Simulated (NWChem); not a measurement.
**Correlation energy of Cd**

```
Cd
```
Charge 0, spin multiplicity 1.

Program: NWChem.

Basis set: def2-SVP. Each correlation energy counts from its own Hartree-Fock reference.

Effective core potentials replace the inner electrons of Cd; spin-orbit coupling is left out. The correlated methods keep 4 core orbitals frozen. No row is a measurement; the coupled-cluster row has its own basis-set and correlation limits.

```json
[
 {"method": "MP2", "correlation energy (mHa)": "[?]"},
 {"method": "SCS-MP2", "correlation energy (mHa)": "[?]"},
 {"method": "CCSD", "correlation energy (mHa)": "-270.6"},
 {"method": "CCSD+T(CCSD)", "correlation energy (mHa)": "[?]"},
 {"method": "CCSD(T)", "correlation energy (mHa)": "-275.8"},
 {"method": "CR-CCSD[T]", "correlation energy (mHa)": "-275.0"},
 {"method": "CR-CCSD(T)", "correlation energy (mHa)": "-274.9"},
 {"method": "CCSDT", "correlation energy (mHa)": "[?]"}
]
```

Question: Some entries are withheld; supply them.

Answer: 
- MP2, correlation energy (mHa): -276.8
- SCS-MP2, correlation energy (mHa): -244.3
- CCSD+T(CCSD), correlation energy (mHa): -276.0
- CCSDT, correlation energy (mHa): -275.6
